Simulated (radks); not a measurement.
Q: Valence configurations of Au3+ (all share [Xe]). Calculated with a radial shooting solver on a logarithmic mesh with Libxc functionals: scalar-relativistic Kohn-Sham, r2SCAN, spin-polarised, spherical densities, finite nucleus; open shells are filled with parallel spins first (spin-orbit coupling, left out, can overturn this in heavy ions); meta-GGA in the generalised Kohn-Sham scheme; Fermi nuclear charge, rms radius 5.4371 fm. Order these by energy: 4f13 5d9; 4f13 5d8 6p1; 4f13 5d7.5 6s0.5 6p1; 4f13 5d8 6s1; 4f13.5 5d8 6s0.5; 4f13.5 5d7 6s0.5 6p1; 4f13 5d8 6s0.5 6p0.5; 4f14 5d8; 4f13.5 5d8 6p0.5; 4f14 5d6 6s2.

A: From the lowest, in eV above it: 4f14 5d8 0.000; 4f14 5d6 6s2 15.622; 4f13.5 5d8 6s0.5 44.255; 4f13.5 5d8 6p0.5 49.500; 4f13.5 5d7 6s0.5 6p1 62.580; 4f13 5d9 83.224; 4f13 5d8 6s1 91.647; 4f13 5d8 6s0.5 6p0.5 97.148; 4f13 5d8 6p1 102.54; 4f13 5d7.5 6s0.5 6p1 106.99. NIST lists [Xe] 4f14 5d8 as the ground configuration; this level of theory agrees among the configurations tried. The energies are those of spherical high-spin densities, not of single terms.
